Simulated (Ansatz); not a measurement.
GeEtBr3 (C2H5Br3Ge). The state is a singlet with charge 0. Geometry PBE-D4/def2-SVP; atoms count from 1.

Cartesian coordinates in Å:
```
Ge -0.487 -0.922 -0.985
C 0.592 0.513 -0.185
C 0.226 0.789 1.272
H 0.435 1.395 -0.841
H 1.646 0.187 -0.309
H 0.859 1.603 1.681
H -0.832 1.101 1.375
H 0.379 -0.107 1.907
Br -2.747 -0.375 -0.907
Br -0.185 -2.907 0.192
Br 0.115 -1.276 -3.201
```

(1) Estimate the Mulliken populations from the PBE0/def2-TZVP orbitals of Ansatz.

(2) And the Mayer bond orders between heavy atoms (over 0.3)?

Answers

(1) 
```tsv
atom	charge (e)
Ge1	0.71
C2	-0.27
C3	-0.38
H4	0.15
H5	0.15
H6	0.14
H7	0.14
H8	0.14
Br9	-0.27
Br10	-0.27
Br11	-0.27
```
Mulliken values depend strongly on the basis.

(2) Ge1–C2 0.86 (1.97 Å); Ge1–Br9 0.99 (2.33 Å); Ge1–Br10 0.99 (2.33 Å); Ge1–Br11 1.00 (2.32 Å); C2–C3 1.00 (1.53 Å).
